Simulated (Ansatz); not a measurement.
Compare A (`[SiH3]C[S][GaH2]`) with its isomer B (`C[SiH2][S][GaH2]`).

Computed with Ansatz on PBE0-D4/def2-TZVP structures; ΔE is electronic, products minus reactants. CCSD(T)/CBS adds triple-zeta CCSD(T) − MP2 to the extrapolated MP2 energy (def2 sets, frozen cores). Functionals use def2-TZVPP. B3LYP here is the variant with VWN-RPA as its local correlation; programs differ in this. For Ga outer-core shells are correlated without core-valence functions, which leaves a few kJ/mol of doubt a bond. Scalar relativity is left out up to krypton. Each species was taken in one conformer, which may not be the lowest.

A:

```xyz
11

Si   -0.8161   -1.0032   -1.0177
C     0.8655   -0.7301   -0.2279
S     0.6557   -0.3079    1.5363
Ga    0.1634    1.8265    1.4702
H    -1.5369   -2.0803   -0.2940
H    -0.6802   -1.3795   -2.4532
H    -1.5978    0.2587   -0.9192
H     1.4626   -1.6442   -0.2608
H     1.4297    0.0471   -0.7461
H    -0.1627    2.4918    2.8413
H     0.2168    2.5210    0.0710
```

B:

Z-matrix (Å, degrees):
```
C
Si 1 1.865
H 1 1.092 2 110.6
H 1 1.094 2 110.3 3 120.1
H 1 1.092 2 110.8 3 -120.2
S 2 2.145 1 112.0 3 56.1
H 2 1.487 1 110.1 3 178.7
H 2 1.486 1 110.5 3 -61.3
Ga 6 2.199 2 99.5 1 71.9
H 9 1.559 6 115.9 2 179.9
H 9 1.564 6 117.9 2 -0.2
```

Q: Which is lower in electronic energy at CCSD(T)/CBS, and by how much? (An estimate is asked.)

A: Computed: B, by 30.4 kcal/mol.

Q: Give E(B) − E(A) in kcal/mol with CCSD/def2-TZVPP, B3LYP-D4, PBE-D4, B3LYP, ωB97M-V, CCSD(T)/def2-TZVPP, PBE0-D4. (An estimate is asked.)

A: The calculation gave: CCSD/def2-TZVPP -30.4, B3LYP-D4 -29.6, PBE-D4 -29.6, B3LYP -29.9, ωB97M-V -30.5, CCSD(T)/def2-TZVPP -30.1, PBE0-D4 -30.8. None reverses the order clearly.

Largest T1 diagnostic: 0.013.

At CCSD(T), def2-SVP lies +2.1 kcal/mol from the extrapolated value and def2-TZVPP +0.3 kcal/mol. From BLYP to BHLYP (50 % exact exchange), in def2-TZVPP and without D4, E(B) − E(A) moves by −2.1 kcal/mol.
